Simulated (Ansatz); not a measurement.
Consider the isomerisation: `O[Si](F)(F)O[SiH3]` → `O[Si](O)(F)[SiH2]F`.

Calculated with Ansatz (gas phase, PBE0-D4/def2-TZVP geometries, no zero-point term in ΔE). CCSD(T)/CBS is the MP2 limit (def2-TZVPP, def2-QZVPP) plus CCSD(T) − MP2 in def2-TZVPP, frozen cores. DFT in def2-TZVPP. One conformer a species, not always the lowest.

| level | ΔE (kJ/mol) |
| --- | --- |
| r2SCAN-D4 | 147.3 |
| B97M-V | 151.2 |
| BHLYP | 163.4 |
| CCSD/CBS(def2) | 157.0 |

Question: What does CCSD(T)/CBS give? (An estimate is asked.)

Answer: The calculation gave: +152.5 kJ/mol. The listed levels differ from it by -5.2, -1.3, 10.9, 4.5 kJ/mol.

Largest T1 diagnostic among the species: 0.012.

In def2-TZVPP, CCSD(T) changes the Hartree–Fock value by −27.3 kJ/mol (the triples alone add −4.5 kJ/mol) and MP2 by −22.8 kJ/mol. From PBE to PBE0 (25 % exact exchange), in def2-TZVPP and without D4, ΔE moves by +15.3 kJ/mol. Leaving LDA and LC-ωPBE aside and taking each functional with its dispersion term where it has one, the values, not all of them listed here, spread over 43.5 kJ/mol, from PBE-D4 to BHLYP-D4. LDA lies +8.0 kJ/mol from PBE without D4.

CCSD(T)/CBS has its own doubt, a few kJ/mol and more with outer-core shells, so smaller differences from it don't rank the levels.
